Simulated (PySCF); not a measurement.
H3NZn. Atoms are numbered in the order given.

```xyz
5

Zn    -0.3961     0.0054     0.0000
H     -1.9190    -0.0249     0.0000
N      1.4188    -0.0783     0.0000
H      1.9348     0.2052     0.8194
H      1.9348     0.2052    -0.8194
```

Geometry optimised at PBE0-D3(BJ)/def2-TZVP.

Method: C-PCM-M06-2X/def2-SVP run with PySCF.

The values are the electrostatic part of the solvation free energy, E(continuum) − E(gas) at the gas-phase geometry, in a cavity of scaled van der Waals radii (PySCF's table); cavitation and dispersion terms are not included. A continuum can't describe solvent molecules that bind to the metal. In vacuum the orbital gap is 8.55 eV. The dipole moment in vacuum is 1.03 D.

```csv
solvent,ε,ΔG(elec) (kcal/mol),dipole (D),gap (eV)
water,78.36,-12.4,1.30,8.86
diethylether,4.24,-9.2,1.22,8.78
dimethylsulfoxide,46.83,-12.3,1.30,8.86
```
